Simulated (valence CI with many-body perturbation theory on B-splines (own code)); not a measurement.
# Energy levels of Cd XXVIII

Computed by configuration interaction combined with many-body perturbation theory (CI+MBPT): three valence electrons over a frozen Dirac-Fock core [Ar], radial functions for each j: 7 s, 7 p, 8 d, 6 f, 4 g, 1 h, with the one-electron correlation potential Σ1, the two-electron term Σ2, the three-electron term Σ3, Breit, model QED; selected CI, second order for the rest (own B-spline code, finite nucleus).

No measured spectrum was set against this ion. As an estimate, large intervals hold to a few tenths of a per cent, small ones and those within an open d or f shell to about a per cent. Only levels of the ground parity were solved; by the run's estimate the other parity begins above the list, which can be wrong where configurations are misplaced.

Levels 1 to 19 of 19, with energies above the lowest level, 3d3 4F_3/2. "Leading %" is the weight of the configuration and term that name the level; weights of strongly mixed levels are sums over their largest components and can fall short. Lifetimes count E1, E2, E3, M1 and M2 decay at the calculated energies, and are blank where another channel may lead or the interval is too uncertain; long ones can be off by a factor of two.

| No. | Configuration | Term | J | E (eV) | Leading % | Second component | Lifetime | g |
| --- | --- | --- | --- | --- | --- | --- | --- | --- |
| 1 | 3d3 | 4F | 3/2 | 0.000 | 78 | 18 % 3d3 2D |  | 0.510 |
| 2 | 3d3 | 4F | 5/2 | 5.178 | 94 | 6 % 3d3 2D | 386 μs | 1.036 |
| 3 | 3d3 | 4F | 7/2 | 8.763 | 79 | 18 % 3d3 2G | 1.27 ms | 1.170 |
| 4 | 3d3 | 4P | 3/2 | 10.552 | 46 | 33 % 3d3 2P | 258 μs | 1.355 |
| 5 | 3d3 | 4F | 9/2 | 10.717 | 48 | 37 % 3d3 2G | 15.3 ms | 1.182 |
| 6 | 3d3 | 4P | 1/2 | 12.342 | 70 | 30 % 3d3 2P | 997 μs | 2.063 |
| 7 | 3d3 | 2G | 7/2 | 16.881 | 77 | 20 % 3d3 4F | 115 μs | 0.963 |
| 8 | 3d3 | 2H | 9/2 | 17.724 | 55 | 40 % 3d3 4F | 185 μs | 1.085 |
| 9 | 3d3 | 4P | 5/2 | 18.219 | 87 | 10 % 3d3 2D | 334 μs | 1.535 |
| 10 | 3d3 | 2D | 3/2 | 20.595 | 45 | 41 % 3d3 4P | 59.7 μs | 1.171 |
| 11 | 3d3 | 2P | 1/2 | 21.859 | 70 | 30 % 3d3 4P | 123 μs | 1.266 |
| 12 | 3d3 | 2H | 11/2 | 23.285 | 100 |  | 389 μs | 1.087 |
| 13 | 3d3 | 2D | 5/2 | 25.045 | 90 | 5 % 3d3 4P | 127 μs | 1.207 |
| 14 | 3d3 | 2G | 9/2 | 27.519 | 57 | 30 % 3d3 2H | 75.6 μs | 1.075 |
| 15 | 3d3 | 2F | 5/2 | 28.554 | 82 | 14 % 3d3 2D | 190 μs | 0.931 |
| 16 | 3d3 | 2F | 7/2 | 29.224 | 94 | 5 % 3d3 2G | 188 μs | 1.126 |
| 17 | 3d3 | 2P | 3/2 | 30.189 | 58 | 28 % 3d3 2D | 63.7 μs | 1.202 |
| 18 | 3d3 | 2D | 3/2 | 42.366 | 98 |  |  | 0.808 |
| 19 | 3d3 | 2D | 5/2 | 43.307 | 80 | 15 % 3d3 2F | 31.9 μs | 1.159 |

Names give the largest LS component (configuration and term), which can be under half, so a name can repeat, a term be missing and a line seem to break the LS rules; names also repeat where a configuration has a term twice.

The ionisation energy to 3d2 3F_2 of the next ion comes out as 1477.8 eV (NIST: 1477 ± 4 eV (theoretical)). All 19 levels together are meant to be complete up to 45.039 eV.
